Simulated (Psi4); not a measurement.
scandium atom (Sc), doublet (typed; the unrestricted solution is spin-contaminated). Base run: CAM-B3LYP/def2-SVP run with Psi4.

The Psi4 input:
```
memory 2 GB

molecule mol {
0 2
Sc    0.000000    0.000000    0.000000
}

set {
  basis def2-svp
  reference uks
}

energy('cam-b3lyp')
print_variables()
```

Each row names what was changed in the base input (with any setting that the change needs).

| change | ΔE vs base (mEh) | SCF cycles | grid points | basis functions | outcome |
|---|---|---|---|---|---|
| base | 0.000 | 10 | 21436 | 31 | converged |
| dft_spherical_points = 110 | 0.042 | 10 | 7810 | 31 | converged |
| level_shift = 1.0 | -65.298 | 25 | 21436 | 31 | another SCF solution |
| cholesky_tolerance = 1e-3 (with scf_type cd) | - | - | - | - | input refused |
| scf_type = out_of_core | 0.003 | 10 | 21436 | 31 | converged |
| basis_guess = true | 0.000 | 5 | 21436 | 31 | converged |
| dft_pruning_scheme = treutler | -0.418 | 10 | 11518 | 31 | converged |
| dft_basis_tolerance = 1e-8 | 0.000 | 10 | 20832 | 31 | converged |
| dft_spherical_points = 194 | 0.004 | 10 | 13774 | 31 | converged |
| basis_guess = sto-3g | -65.297 | 13 | 21436 | 31 | another SCF solution |
| guess = modhuckel | -65.298 | 11 | 21436 | 31 | another SCF solution |
| level_shift = 0.3 | -65.298 | 18 | 21436 | 31 | another SCF solution |
| scf_type = cd | - | - | - | - | input refused |

A guess, shift, damping, solver or small numerical setting can't move a converged solution much, so rows marked as another SCF solution ended in a different state.

Open shells are given as the SCF converged; they aren't shown to be the lowest states, and a large step between rows can be another state.

- cholesky_tolerance = 1e-3 (with scf_type cd): ended with `psi4.driver.p4util.exceptions.ValidationError: SCF: SCF_TYPE (CD) not supported for range-separated functionals, plese use SCF_TYPE = 'DF' to automatically select the correct JK build.`
- scf_type = cd: ended with `psi4.driver.p4util.exceptions.ValidationError: SCF: SCF_TYPE (CD) not supported for range-separated functionals, plese use SCF_TYPE = 'DF' to automatically select the correct JK build.`
